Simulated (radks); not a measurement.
Question: These are the eigenvalues of the occupied orbitals of an atom or ion with whole-number occupations (hartree). Method: Dirac Kohn-Sham, BLYP, spin-unpolarised, spherical densities, finite nucleus; Fermi nuclear charge, rms radius of each element as measured or else 0.836 A^(1/3) + 0.57 fm; computed with a radial shooting solver on a logarithmic mesh with Libxc functionals.

| orbital | eigenvalue |
|---|---|
| 1s1/2 | -1430.556 |
| 2s1/2 | -233.9281 |
| 2p1/2 | -221.0883 |
| 2p3/2 | -205.8934 |
| 3s1/2 | -55.77399 |
| 3p1/2 | -50.35774 |
| 3p3/2 | -47.38921 |
| 3d3/2 | -37.89935 |
| 3d5/2 | -37.26321 |
| 4s1/2 | -16.80719 |
| 4p1/2 | -14.78956 |
| 4p3/2 | -14.13029 |
| 4d3/2 | -10.79105 |
| 4d5/2 | -10.67099 |

Which element is it, and in what charge state? The configuration may be excited. Open shells, if any, fill j = l - 1/2 first.

Answer: Z = 57, lanthanum, charge +12: La12+ in [Kr] 4d9. The list shows which subshells hold electrons but not how many an open one holds; the 1s level, -1430.6 hartree, gives Z - s = 53.5 by -(Z - s)^2/2, which with screening and relativity narrows Z to a few neighbours, and the depths of the outer levels then fix element, charge and occupations together.
